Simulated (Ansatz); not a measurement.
## A family of molecules: the atomisation energy (no zero-point term)

Gas-phase molecules, one atom swapped for its congeners: C3H10OSi `CO[SiH](C)C`; C2H10OSi2 `CO[SiH](C)[SiH3]`; C2H10GeOSi `CO[SiH](C)[GeH3]`. All are singlets with charge 0.

Shapes, held fixed at every level: PBE0-D4/def2-TZVP. Flexible molecules stand in one conformer, not always the lowest. Programs: Ansatz 0.2.0. Values in eV.

(1) How should the atomisation energy change along the series?

Answers

(1) At CCSD(T)/def2-TZVPP the atomisation energy falls at every step, from 57.51 to 52.54 eV. Every level shows the same order. Relativity is left out for Ge. Outer-core shells of Ge are correlated in most correlated rows, in sets that cover them unevenly. Spin-orbit coupling, which grows down the group, is left out (summed over each molecule's free atoms 0.04, 0.05, 0.16 eV). Coupled cluster in double- or triple-zeta sets underbinds by a few per cent against its basis-set limit. CCSD also lacks the triples, which bind further.

| level | C3H10OSi | C2H10OSi2 | C2H10GeOSi |
| --- | --- | --- | --- |
| HF/def2-TZVPP | 44.37 | 41.10 | 39.93 |
| B3LYP-D4/def2-TZVPP | 58.81 | 54.60 | 53.51 |
| wB97M-V/def2-TZVPP | 58.95 | 54.67 | 53.58 |
| B2PLYP/def2-TZVPP | 58.21 | 53.94 | 52.93 |
| CCSD/def2-TZVPP | 56.88 | 52.78 | 51.94 |
| CCSD(T)/def2-TZVPP | 57.51 | 53.35 | 52.54 |
